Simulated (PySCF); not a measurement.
SMILES C#C[SiH2]C (C₃H₆Si) at its PBE/def2-SVP optimised geometry (Å):

```
10

C      1.8832    -0.7689     0.0005
C      0.6541    -0.7860     0.0000
Si    -1.1902    -0.7860     0.0000
C     -1.8566     0.9799     0.0000
H      2.9656    -0.7572     0.0009
H     -1.6624    -1.5311     1.2197
H     -1.6623    -1.5311    -1.2197
H     -1.5085     1.5311     0.8963
H     -1.5144     1.5288    -0.9000
H     -2.9656     0.9722     0.0036
```

Computed with PBE/def2-TZVP (PySCF). Cells within 0.4 Å of a nucleus heavier than hydrogen are left out (blank, or x).

Map of the deformation density (molecule minus spherical neutral atoms) (e/bohr³) on the plane z = 0.0 Å:

```
|1111111111111111111111111111111|
|1111111111111111111111111111111|
|1111111111111111111111111111111|
|1111111111111111111111111111111|
|1111111111111111111111111111111|
|1111111111111111111111111111111|
|1111111111111111111111111111111|
|1111111000000111111111111111111|
|1111100000000001111111111111111|
|1111000000000001111111111111111|
|1110000100110000111111111111111|
|111000232x310000011111111111111|
|111000776xx10000000111111111111|
|111000243xx21000000000000011111|
|1110001113541000001100000001111|
|1110000012331011001110010000111|
|1111000001110023213530231000111|
|11111000000xx135xxx9xx775000011|
|11111000000xx134xx78xx552000011|
|1111100000000012102320110000111|
|1111110000000001001110000000111|
|1111110000000000000100000001111|
|1111111000000000000000001111111|
|1111111110000000001111111111111|
|1111111111100011111111111111111|
|1111111111111111111111111111111|
|1111111111111111111111111111111|
|1111111111111111111111111111111|
|1111111111111111111111111111111|
|1111111111111111111111111111111|
|1111111111111111111111111111111|
```
Scale: ten equal steps from -0.016 (start of '0') to 0.132 (end of '9'), in the order '0123456789'; x runs from -5.00 to 5.00, y from -5.00 (bottom) to 5.00 (top).
